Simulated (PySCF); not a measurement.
## Relaxation of quartet [Si4]+

Method: UPBE0/[Si def2-TZVP], no relativity, density fitting, PySCF. A (50,194) grid was used.

A hand-made rhombus start, of D2h symmetry, held to at least that symmetry:

```xyz
4
charge 1 multiplicity 4, angstrom
Si    0.0000    1.1600    0.0000
Si    0.0000   -1.1600    0.0000
Si    2.0092    0.0000    0.0000
Si   -2.0092    0.0000    0.0000
```

Optimiser trace:
```tsv
step	E − E(last) (kJ/mol)	largest gradient (Eh/bohr)
0	1.77	0.00769
1	0.15	0.00210
2	0.00	0.00035
3	0.00	0.00015
```

It ends at D2h with Si–Si 2.304 Å (×4), Si–Si 2.362 Å; Si–Si–Si 59.2° (×4), Si–Si–Si 61.7° (×2), Si–Si–Si 118.3° (×2) (after a last refinement on a finer grid). A frequency run shows a minimum. Other isomers or separated fragments may lie lower.

Final geometry:
```xyz
4
charge 1 multiplicity 4, angstrom
Si    0.0000    1.1808    0.0000
Si    0.0000   -1.1808    0.0000
Si    1.9786    0.0000    0.0000
Si   -1.9786    0.0000    0.0000
```

At this level a doublet minimum of D2h symmetry lies 124 kJ/mol below this structure.
